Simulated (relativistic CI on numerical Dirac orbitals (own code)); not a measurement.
**Ni⁺: resonant inelastic scattering at the L2,3 edge**

Computed with this model: Dirac-Coulomb-Breit CI, orbitals from a KLI potential per configuration, model QED, valence Slater integrals scaled by 0.8, Kramers-Heisenberg scattering through one core-hole configuration in a parametric crystal field; configurations [Ar] 3d9 → [He] 2s2 2p5 3s2 3p6 3d10; 80 K; core-hole width 0.4 eV; summed over polarisations. Incident energies are the highest absorption maxima for each field (at most a few, so the weaker spin-orbit partner edge can be absent), on the computed scale of the free ion. Intensities are in per cent of the strongest line above 0.02 eV; levels within 1 cm⁻¹ are merged; final levels count from the ground level, the first row holds all elastic scattering, lines under 0.4 are left out and each table stops after 24 rows. The scale of the Slater integrals is a model choice and moves the terms in proportion.

Field parameters in Wybourne normalisation: Oh B⁴₀ = 21Dq, B⁴₄ = √(5/14) B⁴₀. The field is a parameter set, without covalency.

S is read from ⟨S²⟩ = S(S + 1).

Oh, 10Dq = 2400 cm⁻¹:

```csv
Final level (eV),Degeneracy,Irrep,S,852.6 eV
0.000,4,Γ8,0.50,169.1
0.248,2,Γ7,0.50,100.0
0.375,4,Γ8,0.50,64.6
```

Oh, 10Dq = 5350 cm⁻¹:

```csv
Final level (eV),Degeneracy,Irrep,S,852.8 eV,870 eV
0.000,4,Γ8,0.50,152.5,28.6
0.603,2,Γ7,0.50,100.0,0.0
0.720,4,Γ8,0.50,81.2,71.6
```

Oh, 10Dq = 8350 cm⁻¹:

| Final level (eV) | Degeneracy | Irrep | S | 853.1 eV | 870.2 eV |
| --- | --- | --- | --- | --- | --- |
| 0.000 | 4 | Γ8 | 0.50 | 146.2 | 36.4 |
| 0.972 | 2 | Γ7 | 0.50 | 100.0 | 0.0 |
| 1.084 | 4 | Γ8 | 0.50 | 87.5 | 76.1 |

For the first field the strongest loss at the lowest incident energy is the level at 0.25 eV (S = 0.50, against 0.50 in the thermal ground state).
